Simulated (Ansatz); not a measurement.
Geometry optimisation, RHF/6-31G* (Ansatz 0.2.0).

Input file:

```yaml
crystal:
  periodic: [false, false, false]
  atoms:
    - { symbol: S, position_ang: [-0.9609, -0.6151, 1.3531] }
    - { symbol: C, position_ang: [0.5385, -0.3128, 0.4378] }
    - { symbol: O, position_ang: [0.7509, -1.3641, -0.4711] }
    - { symbol: Al, position_ang: [0.3902, 0.1758, -1.4112] }
    - { symbol: Cl, position_ang: [-1.067, 1.2907, -2.7226] }
    - { symbol: H, position_ang: [-1.0639, 0.7928, 1.7438] }
    - { symbol: H, position_ang: [1.4735, -0.0353, 1.0244] }
basis:
  gaussian: { orbitals: "6-31G*" }
hamiltonian:
  xc: hf
relax:
  f_tol: 0.015
  max_steps: 40
```

Launched with:

```bash
$ ansatz run input.yaml --threads 1 --pin off --max-ram 2048MiB --backend cpu --events-out ev --progress --plain --runs-dir out
```

**Question.** Where does it end, and by what steps?

**Answer.** It converged. After 9 steps the energy has fallen by 1.400 eV; Cl5 moved furthest, 0.65 Å.

```json
{"step": "0", "energy less start (eV)": "0.0000", "largest force component (eV/Å)": "3.252", "accepted": "yes"}
{"step": "1", "energy less start (eV)": "-1.0095", "largest force component (eV/Å)": "1.310", "accepted": "yes"}
{"step": "2", "energy less start (eV)": "-1.3210", "largest force component (eV/Å)": "0.711", "accepted": "yes"}
{"step": "3", "energy less start (eV)": "-1.3762", "largest force component (eV/Å)": "0.243", "accepted": "yes"}
{"step": "4", "energy less start (eV)": "-1.3908", "largest force component (eV/Å)": "0.223", "accepted": "yes"}
{"step": "5", "energy less start (eV)": "-1.3970", "largest force component (eV/Å)": "0.154", "accepted": "yes"}
{"step": "6", "energy less start (eV)": "-1.3964", "largest force component (eV/Å)": "0.180", "accepted": "no"}
{"step": "7", "energy less start (eV)": "-1.3993", "largest force component (eV/Å)": "0.028", "accepted": "yes"}
{"step": "8", "energy less start (eV)": "-1.3996", "largest force component (eV/Å)": "0.016", "accepted": "yes"}
{"step": "9", "energy less start (eV)": "-1.3996", "largest force component (eV/Å)": "0.012", "accepted": "yes"}
```

```xyz
7
Properties=species:S:1:pos:R:3
S -0.785 -0.639 1.650
C 0.478 -0.176 0.425
O 0.546 -1.179 -0.643
Al 0.017 0.266 -1.337
Cl -0.581 1.120 -3.120
H -1.053 0.587 2.085
H 1.439 -0.049 0.893
```

Whether the end is a true minimum wasn't checked by a vibrational analysis.

Time of the run: 31 s on 1 thread of Arm Neoverse V1, on a shared host, peak memory 0.18 GiB.
